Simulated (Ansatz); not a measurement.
Ansatz (a program for electronic structure) input (B3LYP/6-31G* with LANL2DZ past Ar): The .json file joins the Basis Set Exchange's 6-31G* for atoms up to Ar and LANL2DZ past it.

Ansatz 0.2 input:
```yaml
crystal:
  periodic: [false, false, false]
  atoms:
    - {symbol: F, position_ang: [-0.04852141, 2.30391029, -0.18251940]}
    - {symbol: Si, position_ang: [-0.01424225, 0.88709495, 0.58151758]}
    - {symbol: I, position_ang: [-2.09540026, -0.35590085, -0.04699139]}
    - {symbol: I, position_ang: [2.10740185, -0.26965617, -0.07562316]}
basis:
  gaussian:
    orbitals: 6-31Gs+LANL2DZ.json
hamiltonian:
  xc: {name: B3LYP}
magnetization: {spin_polarized: true, initial_magnetization: 1}
phonons: {temperatures: {t_min: 298.15, t_max: 298.15, t_step: 100}}
```

Output:

```
Functional definition: B3LYP
integrals: 0.01 GiB planned
568 factors; integrals over basis functions are off by at most 2.7e-4 eV
mean field: 0.21 GiB planned
mean field evaluation 1: about -11214.5174 eV, gradient 2.2e1 eV
mean field evaluation 2: about -11210.0430 eV, gradient 4.4e1 eV
mean field evaluation 4: about -11216.1361 eV, gradient 1.7e0 eV
mean field evaluation 8: about -11216.1805 eV, gradient 4.3e-2 eV
mean field evaluation 16: about -11216.1805 eV, gradient 2.9e-5 eV
mean field -11216.18054180 eV, -412.1870323108 hartree, gradient 2.2e-5 eV, S^2 0.753731; 0 other end points of the search recorded, 0 dependent functions left out
the calculation of the forces begins
reference -11216.18077243 eV, -412.1870407864 hartree; 19, 18 occupied and 31, 32 virtual orbitals, 568 factors
these checks for a lower state are left out or cut short: stability, starts, cluster_reference, orbital_swaps, neighbouring_geometries, increment
integrals: 0.01 GiB planned
568 factors; integrals over basis functions are off by at most 2.7e-4 eV
mean field: 0.21 GiB planned
mean field -11216.18045839 eV, -412.1870292455 hartree, gradient 1.1e-6 eV, S^2 0.753728; 0 other end points of the search recorded, 0 dependent functions left out
the calculation of the forces begins
reference -11216.18068897 eV, -412.1870377195 hartree; 19, 18 occupied and 31, 32 virtual orbitals, 568 factors
these checks for a lower state are left out or cut short: stability, starts, cluster_reference, orbital_swaps, neighbouring_geometries, increment
integrals: 0.01 GiB planned
568 factors; integrals over basis functions are off by at most 2.7e-4 eV
mean field: 0.21 GiB planned
mean field evaluation 32: about -11216.1805 eV, gradient 1.2e-6 eV
mean field -11216.18045984 eV, -412.1870292991 hartree, gradient 1.2e-6 eV, S^2 0.753734; 0 other end points of the search recorded, 0 dependent functions left out
the calculation of the forces begins
reference -11216.18069052 eV, -412.1870377764 hartree; 19, 18 occupied and 31, 32 virtual orbitals, 568 factors
these checks for a lower state are left out or cut short: stability, starts, cluster_reference, orbital_swaps, neighbouring_geometries, increment
integrals: 0.01 GiB planned
568 factors; integrals over basis functions are off by at most 2.7e-4 eV
mean field: 0.21 GiB planned
mean field -11216.18052487 eV, -412.1870316888 hartree, gradient 1.5e-6 eV, S^2 0.753729; 0 other end points of the search recorded, 0 dependent functions left out
the calculation of the forces begins
reference -11216.18075550 eV, -412.1870401641 hartree; 19, 18 occupied and 31, 32 virtual orbitals, 568 factors
these checks for a lower state are left out or cut short: stability, starts, cluster_reference, orbital_swaps, neighbouring_geometries, increment
integrals: 0.01 GiB planned
568 factors; integrals over basis functions are off by at most 2.7e-4 eV
mean field: 0.21 GiB planned
mean field -11216.18052658 eV, -412.1870317515 hartree, gradient 1.4e-6 eV, S^2 0.753732; 0 other end points of the search recorded, 0 dependent functions left out
the calculation of the forces begins
reference -11216.18075722 eV, -412.1870402275 hartree; 19, 18 occupied and 31, 32 virtual orbitals, 568 factors
these checks for a lower state are left out or cut short: stability, starts, cluster_reference, orbital_swaps, neighbouring_geometries, increment
integrals: 0.01 GiB planned
568 factors; integrals over basis functions are off by at most 2.7e-4 eV
mean field: 0.21 GiB planned
mean field -11216.18044810 eV, -412.1870288674 hartree, gradient 2.2e-6 eV, S^2 0.753719; 0 other end points of the search recorded, 0 dependent functions left out
the calculation of the forces begins
reference -11216.18067873 eV, -412.1870373429 hartree; 19, 18 occupied and 31, 32 virtual orbitals, 568 factors
these checks for a lower state are left out or cut short: stability, starts, cluster_reference, orbital_swaps, neighbouring_geometries, increment
integrals: 0.01 GiB planned
568 factors; integrals over basis functions are off by at most 2.7e-4 eV
mean field: 0.21 GiB planned
mean field -11216.18045035 eV, -412.1870289501 hartree, gradient 2.5e-6 eV, S^2 0.753742; 0 other end points of the search recorded, 0 dependent functions left out
the calculation of the forces begins
reference -11216.18068099 eV, -412.1870374259 hartree; 19, 18 occupied and 31, 32 virtual orbitals, 568 factors
these checks for a lower state are left out or cut short: stability, starts, cluster_reference, orbital_swaps, neighbouring_geometries, increment
integrals: 0.01 GiB planned
568 factors; integrals over basis functions are off by at most 2.7e-4 eV
mean field: 0.21 GiB planned
mean field evaluation 64: about -11216.1805 eV, gradient 1.8e-6 eV
mean field -11216.18050349 eV, -412.1870309032 hartree, gradient 1.8e-6 eV, S^2 0.753738; 0 other end points of the search recorded, 0 dependent functions left out
the calculation of the forces begins
reference -11216.18073415 eV, -412.1870393795 hartree; 19, 18 occupied and 31, 32 virtual orbitals, 568 factors
these checks for a lower state are left out or cut short: stability, starts, cluster_reference, orbital_swaps, neighbouring_geometries, increment
integrals: 0.01 GiB planned
568 factors; integrals over basis functions are off by at most 2.7e-4 eV
mean field: 0.21 GiB planned
mean field -11216.18049861 eV, -412.1870307236 hartree, gradient 2.2e-6 eV, S^2 0.753723; 0 other end points of the search recorded, 0 dependent functions left out
the calculation of the forces begins
reference -11216.18072922 eV, -412.1870391986 hartree; 19, 18 occupied and 31, 32 virtual orbitals, 568 factors
these checks for a lower state are left out or cut short: stability, starts, cluster_reference, orbital_swaps, neighbouring_geometries, increment
integrals: 0.01 GiB planned
568 factors; integrals over basis functions are off by at most 2.7e-4 eV
mean field: 0.21 GiB planned
mean field -11216.18052114 eV, -412.1870315518 hartree, gradient 2.8e-6 eV, S^2 0.753716; 0 other end points of the search recorded, 0 dependent functions left out
the calculation of the forces begins
reference -11216.18075174 eV, -412.1870400259 hartree; 19, 18 occupied and 31, 32 virtual orbitals, 568 factors
these checks for a lower state are left out or cut short: stability, starts, cluster_reference, orbital_swaps, neighbouring_geometries, increment
integrals: 0.01 GiB planned
568 factors; integrals over basis functions are off by at most 2.7e-4 eV
mean field: 0.21 GiB planned
mean field -11216.18052604 eV, -412.1870317317 hartree, gradient 2.2e-6 eV, S^2 0.753746; 0 other end points of the search recorded, 0 dependent functions left out
the calculation of the forces begins
reference -11216.18075671 eV, -412.1870402088 hartree; 19, 18 occupied and 31, 32 virtual orbitals, 568 factors
these checks for a lower state are left out or cut short: stability, starts, cluster_reference, orbital_swaps, neighbouring_geometries, increment
integrals: 0.01 GiB planned
568 factors; integrals over basis functions are off by at most 2.7e-4 eV
mean field: 0.21 GiB planned
mean field -11216.18053274 eV, -412.1870319780 hartree, gradient 1.6e-6 eV, S^2 0.753723; 0 other end points of the search recorded, 0 dependent functions left out
the calculation of the forces begins
reference -11216.18076335 eV, -412.1870404527 hartree; 19, 18 occupied and 31, 32 virtual orbitals, 568 factors
these checks for a lower state are left out or cut short: stability, starts, cluster_reference, orbital_swaps, neighbouring_geometries, increment
integrals: 0.01 GiB planned
568 factors; integrals over basis functions are off by at most 2.7e-4 eV
mean field: 0.21 GiB planned
mean field -11216.18053469 eV, -412.1870320498 hartree, gradient 1.2e-6 eV, S^2 0.753738; 0 other end points of the search recorded, 0 dependent functions left out
the calculation of the forces begins
reference -11216.18076535 eV, -412.1870405263 hartree; 19, 18 occupied and 31, 32 virtual orbitals, 568 factors
these checks for a lower state are left out or cut short: stability, starts, cluster_reference, orbital_swaps, neighbouring_geometries, increment
integrals: 0.01 GiB planned
568 factors; integrals over basis functions are off by at most 2.7e-4 eV
mean field: 0.21 GiB planned
mean field evaluation 96: about -11216.1805 eV, gradient 2.8e-2 eV
mean field -11216.18053780 eV, -412.1870321640 hartree, gradient 2.5e-6 eV, S^2 0.753727; 0 other end points of the search recorded, 0 dependent functions left out
the calculation of the forces begins
reference -11216.18076843 eV, -412.1870406394 hartree; 19, 18 occupied and 31, 32 virtual orbitals, 568 factors
these checks for a lower state are left out or cut short: stability, starts, cluster_reference, orbital_swaps, neighbouring_geometries, increment
integrals: 0.01 GiB planned
568 factors; integrals over basis functions are off by at most 2.7e-4 eV
mean field: 0.21 GiB planned
mean field -11216.18053994 eV, -412.1870322426 hartree, gradient 2.7e-6 eV, S^2 0.753735; 0 other end points of the search recorded, 0 dependent functions left out
the calculation of the forces begins
reference -11216.18077058 eV, -412.1870407184 hartree; 19, 18 occupied and 31, 32 virtual orbitals, 568 factors
Total energy: -11216.18077243 eV, -412.1870407864 hartree
Atom 0 at    -0.048521     2.303910    -0.182519 Å, force    -0.000007     0.000162    -0.000491 eV/Å
Atom 1 at    -0.014242     0.887095     0.581518 Å, force    -0.000003     0.000575     0.001361 eV/Å
Atom 2 at    -2.095400    -0.355901    -0.046991 Å, force    -0.000958    -0.000388    -0.000428 eV/Å
Atom 3 at     2.107402    -0.269656    -0.075623 Å, force     0.000968    -0.000349    -0.000441 eV/Å
Dipole moment:     0.000695     0.031488     0.196933 e Å
Vibrations: 72.61 169.52 184.35 292.64 382.13 897.44 cm⁻¹, zero-point energy 0.123903 eV
```

The blocks after the first are displaced geometries, from whose forces the wavenumbers follow.
